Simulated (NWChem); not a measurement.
System: SiN2H4Cl2; SMILES N[Si](N)(Cl)Cl

Here is an NWChem input.

```
start job
memory heap 200 mb stack 900 mb global 1100 mb
geometry units angstroms noautoz
  N      0.276619    -1.357973    -1.354515
  Si     0.000000     0.000000    -0.360513
  N     -0.276619     1.357973    -1.354515
  Cl     1.660266     0.079074     0.896022
  Cl    -1.660266    -0.079074     0.896022
  H     -0.413020    -1.603742    -2.055406
  H      0.758086    -2.170305    -0.989371
  H      0.413020     1.603742    -2.055406
  H     -0.758086     2.170305    -0.989371
end
basis spherical
  N library def2-svp
  Si library def2-svp
  Cl library def2-svp
  H library def2-svp
end
dft
  xc scan
  iterations 150
  mulliken
end
task dft energy
```

NWChem printed, in part:

```
             Northwest Computational Chemistry Package (NWChem) 7.3.0
             --------------------------------------------------------

 C2  symmetry detected

                             Geometry "geometry" -> ""
                             -------------------------

 Output coordinates in angstroms (scale by  1.889725989 to convert to a.u.)

  No.       Tag          Charge          X              Y              Z
 ---- ---------------- ---------- -------------- -------------- --------------
    1 N                    7.0000     0.31126169    -1.35045359    -1.36004230
    2 Si                  14.0000     0.00000000     0.00000000    -0.36604030
    3 N                    7.0000    -0.31126169     1.35045359    -1.36004230
    4 Cl                  17.0000     1.65770035     0.12151314     0.89049470
    5 Cl                  17.0000    -1.65770035    -0.12151314     0.89049470
    6 H                    1.0000    -0.37186560    -1.61378124    -2.06093330
    7 H                    1.0000     0.81334838    -2.15020524    -0.99489830
    8 H                    1.0000     0.37186560     1.61378124    -2.06093330
    9 H                    1.0000    -0.81334838     2.15020524    -0.99489830

 Effective nuclear repulsion energy (a.u.)     370.9010149202

      Symmetry information
      --------------------

 Group name             C2
 Group number              4
 Group order               2
 No. of unique centers     5

                                 NWChem DFT Module
                                 -----------------

 Summary of "ao basis" -> "ao basis" (spherical)
 ------------------------------------------------------------------------------
       Tag                 Description            Shells   Functions and Types
 ---------------- ------------------------------  ------  ---------------------
 N                          def2-svp                 6       14   3s2p1d
 Si                         def2-svp                 8       18   4s3p1d
 Cl                         def2-svp                 8       18   4s3p1d
 H                          def2-svp                 3        5   2s1p

      Symmetry analysis of basis
      --------------------------

        a          52
        b          50

            General Information
            -------------------
          SCF calculation type: DFT
          Wavefunction type:  closed shell.
          No. of atoms     :     9
          No. of electrons :    66
           Alpha electrons :    33
            Beta electrons :    33
          Charge           :     0
          Spin multiplicity:     1
          Use of symmetry is: on ; symmetry adaption is: on
          Maximum number of iterations: 150
          AO basis - number of functions:   102
                     number of shells:    48
          Convergence on energy requested:  1.00D-06
          Convergence on density requested:  1.00D-05
          Convergence on gradient requested:  5.00D-04

              XC Information
              --------------
                         SCAN Method XC Functional
                  SCAN metaGGA Exchange Functional  1.000
                        SCAN Correlation Potential  1.000

             Grid Information
             ----------------
          Grid used for XC integration:  medium
          Radial quadrature: Mura-Knowles
          Angular quadrature: Lebedev.
          Tag              B.-S. Rad. Rad. Pts. Rad. Cut. Ang. Pts.
          ---              ---------- --------- --------- ---------
          N                   0.65       49          10.0       434
          Si                  1.10       88           8.0       590
          Cl                  1.00       88          11.0       590
          H                   0.35       45          12.0       434
          Grid pruning is: on
          Number of quadrature shells:   315
          Spatial weights used:  Erf1

      Superposition of Atomic Density Guess
      -------------------------------------

 Sum of atomic energies:       -1317.87106195

      Non-variational initial energy
      ------------------------------

 Total energy =   -1319.756253
 1-e energy   =   -2558.867352
 2-e energy   =     868.210085
 HOMO         =      -0.362641
 LUMO         =       0.059639

      Symmetry analysis of molecular orbitals - initial
      -------------------------------------------------

  Numbering of irreducible representations:

     1 a           2 b

  Orbital symmetries:

     1 a           2 b           3 a           4 a           5 b
     6 a           7 b           8 a           9 b          10 b
    11 a          12 b          13 a          14 a          15 b
    16 a          17 b          18 a          19 b          20 a
    21 b          22 a          23 a          24 b          25 a
    26 b          27 b          28 a          29 b          30 a
    31 b          32 b          33 a          34 a          35 b
    36 a          37 b          38 a          39 b          40 b
    41 a          42 a          43 a

     ---------------------------------------------
      Total Density - Mulliken Population Analysis
     ---------------------------------------------

    Atom       Charge   Shell Charges
 -----------   ------   -------------------------------------------------------
    1 N    7     7.75   1.99  1.03  0.44  2.60  1.69  0.01
    2 Si  14    12.66   2.00  1.99  0.84  0.03  5.93  0.86  0.64  0.36
    3 N    7     7.75   1.99  1.03  0.44  2.60  1.69  0.01
    4 Cl  17    17.43   2.00  1.99  1.22  0.72  5.94  2.16  3.38  0.01
    5 Cl  17    17.43   2.00  1.99  1.22  0.72  5.94  2.16  3.38  0.01
    6 H    1     0.75   0.58  0.12  0.04
    7 H    1     0.75   0.58  0.12  0.04
    8 H    1     0.75   0.58  0.12  0.04
    9 H    1     0.75   0.58  0.12  0.04

   convergence    iter        energy       DeltaE   RMS-Dens  Diis-err
 ---------------- ----- ----------------- --------- --------- ---------
 d= 0,ls=0.0,diis     1  -1321.4812367667 -1.69D+03  1.19D-02  6.55D-01
 d= 0,ls=0.0,diis     2  -1321.4565331818  2.47D-02  7.37D-03  7.56D-01
 d= 0,ls=0.0,diis     3  -1321.5480111594 -9.15D-02  1.42D-03  3.74D-02
 d= 0,ls=0.0,diis     4  -1321.5525036034 -4.49D-03  4.42D-04  1.63D-03
 d= 0,ls=0.0,diis     5  -1321.5527071822 -2.04D-04  1.15D-04  2.08D-04
  Resetting Diis
 d= 0,ls=0.0,diis     6  -1321.5527335375 -2.64D-05  1.87D-05  3.51D-06
 d= 0,ls=0.0,diis     7  -1321.5527339405 -4.03D-07  8.33D-06  2.26D-07

         Total DFT energy =    -1321.552733940529
      One electron energy =    -2562.781186843872
           Coulomb energy =      963.263233722952
    Exchange-Corr. energy =      -92.935795739806
 Nuclear repulsion energy =      370.901014920195

 Numeric. integr. density =       65.999996452497

                  Occupations of the irreducible representations
                  ----------------------------------------------

                     irrep           alpha         beta
                     --------     --------     --------
                     a                17.0         17.0
                     b                16.0         16.0

                       DFT Final Molecular Orbital Analysis
                       ------------------------------------

 Vector   31  Occ=2.000000D+00  E=-2.798435D-01  Symmetry=b
              MO Center=  3.8D-14,  9.5D-15,  6.8D-01, r^2= 4.1D+00
   Bfn.  Coefficient  Atom+Function         Bfn.  Coefficient  Atom+Function
  ----- ------------  ---------------      ----- ------------  ---------------
    57      0.359720  4 Cl px                75      0.359720  5 Cl px
    54      0.263836  4 Cl px                72      0.263836  5 Cl px
    59     -0.247194  4 Cl pz                77      0.247194  5 Cl pz
    56     -0.189354  4 Cl pz                74      0.189354  5 Cl pz
    51      0.153288  4 Cl px                69      0.153288  5 Cl px

 Vector   32  Occ=2.000000D+00  E=-2.485048D-01  Symmetry=a
              MO Center= -8.7D-14,  6.1D-13, -1.1D+00, r^2= 3.3D+00
   Bfn.  Coefficient  Atom+Function         Bfn.  Coefficient  Atom+Function
  ----- ------------  ---------------      ----- ------------  ---------------
     4      0.289948  1 N  px                36     -0.289948  3 N  px
     7     -0.242985  1 N  px                39      0.242985  3 N  px
     6     -0.231992  1 N  pz                38     -0.231992  3 N  pz
     9      0.193712  1 N  pz                41      0.193712  3 N  pz
    58     -0.126814  4 Cl py                76      0.126814  5 Cl py

 Vector   33  Occ=2.000000D+00  E=-2.462318D-01  Symmetry=b
              MO Center=  9.9D-14, -6.2D-13, -8.2D-01, r^2= 4.0D+00
   Bfn.  Coefficient  Atom+Function         Bfn.  Coefficient  Atom+Function
  ----- ------------  ---------------      ----- ------------  ---------------
     4      0.240060  1 N  px                36      0.240060  3 N  px
     6     -0.216428  1 N  pz                38      0.216428  3 N  pz
    59     -0.211444  4 Cl pz                77      0.211444  5 Cl pz
     7     -0.191655  1 N  px                39     -0.191655  3 N  px
     9      0.182153  1 N  pz                41     -0.182153  3 N  pz

 Vector   34  Occ=0.000000D+00  E= 2.312165D-02  Symmetry=a
              MO Center=  8.5D-16, -6.3D-16, -1.4D-01, r^2= 4.8D+00
   Bfn.  Coefficient  Atom+Function         Bfn.  Coefficient  Atom+Function
  ----- ------------  ---------------      ----- ------------  ---------------
    18      0.718126  2 Si s                 17      0.678601  2 Si s
     3     -0.505768  1 N  s                 35     -0.505768  3 N  s
    57      0.408829  4 Cl px                75     -0.408829  5 Cl px
    84      0.343041  6 H  s                 94      0.343041  8 H  s
    27      0.341286  2 Si pz                16      0.330984  2 Si s

[...]
```

Level: SCAN/def2-SVP. Geometry: optimised at B3LYP/6-31G* (spherical d).
